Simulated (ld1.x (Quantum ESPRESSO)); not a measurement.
**u(r) = r·R(r): atom against pseudo-atom (Zn (Z = 30))**

Columns: radius, all-electron u(r) and pseudo u(r) of the 3s shell (level -170.72 eV) of zinc in the configuration [Ne] 3s2 3p6 3d9 4s0 4p0; PBEsol, scalar-relativistic, RRKJ scheme, ld1.x (Quantum ESPRESSO) 7.5.

```tsv
r (bohr)	all-electron	pseudo
0.050	0.2141	0.0213
0.100	-0.4503	0.0631
0.150	-0.7261	0.1411
0.200	-0.5894	0.2624
0.250	-0.2283	0.4242
0.300	0.1972	0.6144
0.350	0.5906	0.8145
0.400	0.9069	1.0036
0.450	1.1333	1.1628
0.500	1.2745	1.2784
0.550	1.3437	1.3438
0.600	1.3562	1.3597
0.650	1.3268	1.3329
0.700	1.2683	1.2738
0.750	1.1911	1.1940
0.800	1.1031	1.1038
0.850	1.0104	1.0104
0.900	0.9171	0.9171
0.950	0.8262	0.8262
1.000	0.7397	0.7397
1.050	0.6587	0.6587
1.100	0.5841	0.5841
1.150	0.5158	0.5158
1.200	0.4540	0.4540
1.250	0.3983	0.3983
1.300	0.3486	0.3486
```

**Question.** How many radial nodes do the two functions have?

**Answer.** The all-electron 3s function has n − l − 1 = 2; the pseudo-wave has 0, since the states of the same l below it are removed with the core.

**Question.** At about which radius was the pseudo-wave matched?

**Answer.** 0.85 bohr, where the columns begin to agree (steps of 0.05 bohr).

**Question.** Is the pseudo-wave norm-conserving?

**Answer.** Yes: the RRKJ scheme keeps the norm inside the radius equal to the all-electron one, which fixes the energy derivative of the logarithmic derivative at the level.
